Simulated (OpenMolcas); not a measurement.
Cr2+: effect of the basis set

| Property | Result |
| --- | --- |
| Program | OpenMolcas 26.06 |
| Method | SS-RASPT2, IPEA 0.25 Eh, imaginary shift 0.1 Eh (closed shells correlated: 3s) |
| Active space | 10 electrons in 8 orbitals (RAS1 3p, at most 2 holes; RAS2 3d) |
| State averaging | 2S+1 = 5 even, 5 roots; 2S+1 = 3 even, 45 roots; 2S+1 = 1 even, 44 roots |
| Spin-orbit coupling | RASSI with atomic mean-field integrals over the reference wave functions, term energies averaged over their components |

A. ANO-R2 [6s4p4d2f], X2C, finite nucleus; CASPT2 step of the order of 100 core-seconds
B. ANO-RCC-VTZP [6s5p3d2f1g], DKH2, point nucleus; CASPT2 step about 70 core-seconds
C. ANO-RCC-VQZP [7s6p4d3f2g1h], DKH2, point nucleus; CASPT2 step about 2 core-minutes

Energies in cm⁻¹ above 3d⁴ ⁵D₀, the measured ground level; measured values from Sugar and Corliss, J. Phys. Chem. Ref. Data 6, 317 (1977).

```
     Level      A      B      C  Measured
   3d⁴ ⁵D₀    0.0    0.0    0.0       0.0
   3d⁴ ⁵D₁   69.4   68.9   69.9      62.2
   3d⁴ ⁵D₂    205    204    207       183
   3d⁴ ⁵D₃    402    400    405       357
   3d⁴ ⁵D₄    655    651    659       576
3d⁴ ³P₀(1)  17340  17120  16680     16771
3d⁴ ³P₁(1)  17750  17530  17100     17169
   3d⁴ ³H₄  18270  17640  17060     17274
   3d⁴ ³H₅  18410  17780  17200     17397
3d⁴ ³P₂(1)  18490  18260  17840     17851
   3d⁴ ³H₆  18580  17940  17370     17531
3d⁴ ³F₂(1)  19380  19010  18490     18452
3d⁴ ³F₃(1)  19450  19080  18560     18511
3d⁴ ³F₄(1)  19550  19180  18650     18583
   3d⁴ ³G₃  22010  21450  20870     20704
   3d⁴ ³G₄  22190  21630  21050     20853
   3d⁴ ³G₅  22350  21790  21210     20996
3d⁴ ¹G₄(1)  26600  26260  25580     25139
   3d⁴ ³D₃  27420  26900  26360     25726
   3d⁴ ¹I₆  27440  26480  25640     26015
   3d⁴ ³D₂  27480  26960  26410     25781
   3d⁴ ³D₁  27530  27010  26470     25848
   3d⁴ ¹S₀  28760  28820  28180     27372
   3d⁴ ¹D₂  34060  33270  32520     32152
```

Deviations, from unrounded energies. A percentage is the sum of absolute deviations over the sum of measured energies, with the sign that they share, or ± where signs differ.

```csv
Against measurement,Levels,A,B,C
mean absolute deviation (cm-1),23,1000,610,240
fine structure of the ground term (%),4,+13.1,+12.3,+13.8
other terms of the ground configuration (%),19,+5.6,+3.4,±1.3
```

C lies closest to measurement on these levels and A furthest from it. The largest miss of C in the table is 3d⁴ ¹S₀, by +810 cm-1. The ranking rests on the paired levels alone, and a cruder setting can come out closer through cancelling errors.

Among A to C the level of the table that moves most is 3d⁴ ¹I₆, by 1800 cm-1 (lowest in C, highest in A). Moves below CASPT2's spread within the term are not significant.

CASPT2 breaks the degeneracy within a term, and the mean is taken; among the terms shown or strongly mixed into the levels shown the widest spread is 310 cm-1 (3d⁴ ¹G(1), B). Active for correlation alone: 3p; no level in the range computed is led by a configuration that opens it, so any true level of that kind is missing. The CASPT2 spread within a term exceeds the gap to the next term for 3d⁴ ¹G(1) and 3d⁴ ¹I, so the order of their levels is uncertain (holds for B; C). Measured partners are found by configuration, term and J. A level has none where our copy of the source lacks it or the pairing is in doubt (some pairs that miss far off the trend of their configuration count as doubtful), and it then counts in no deviation. Levels of configurations outside the active space are missing. The table leaves out levels that lie high or whose names do not pair safely across all columns.

A number in round brackets counts repeated terms of one configuration in the order of the reference energies.
